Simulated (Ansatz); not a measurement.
This geometry of CH$_{6}$ClNOSi (11 atoms, charge 0, multiplicity 1) is a first-order saddle point.

Theory: Ansatz 0.2.0, RHF/STO-3G.

```xyz
11
Properties=species:S:1:pos:R:3
N -1.120 1.188 0.112
Si -0.533 -0.353 -0.297
O -0.119 -0.486 -1.907
C 0.984 -0.731 0.750
Cl 2.277 0.537 0.515
H -0.522 1.955 0.388
H -2.092 1.365 0.328
H -1.530 -1.335 -0.044
H 0.518 0.231 -2.129
H 1.441 -1.683 0.491
H 0.760 -0.745 1.813
```

Task: Which two structures does it join? (They come from a converged band through this point; their orientation in space is the band's.)

Result: No bond is made or broken. The height of N1 over the plane of its neighbours goes from 0.30 to -0.28 Å.

First end point:

```xyz
11
Properties=species:S:1:pos:R:3
N -1.187 1.065 0.491
Si -0.554 -0.372 -0.221
O -0.291 -0.263 -1.866
C 1.065 -0.743 0.656
Cl 2.331 0.503 0.235
H -0.585 1.888 0.480
H -2.116 1.353 0.185
H -1.470 -1.440 -0.024
H 0.433 0.382 -2.030
H 1.482 -1.708 0.376
H 0.959 -0.721 1.737
```

Last end point:

```xyz
11
Properties=species:S:1:pos:R:3
N -1.125 1.235 -0.051
Si -0.528 -0.353 -0.337
O -0.048 -0.543 -1.922
C 0.932 -0.725 0.793
Cl 2.225 0.557 0.648
H -0.456 1.951 0.226
H -1.960 1.330 0.522
H -1.546 -1.310 -0.073
H 0.510 0.226 -2.178
H 1.411 -1.670 0.551
H 0.649 -0.753 1.842
```

Task: How far does it lie above each of them?

Result: 0.052 eV above the first and 0.009 eV above the second. This is the barrier of this one path; another mechanism may lie lower. Limits of this set-up: minimal basis.

Run time: 21 s on 1 thread of Arm Neoverse V2 (shared host), peak memory 0.092 GiB.
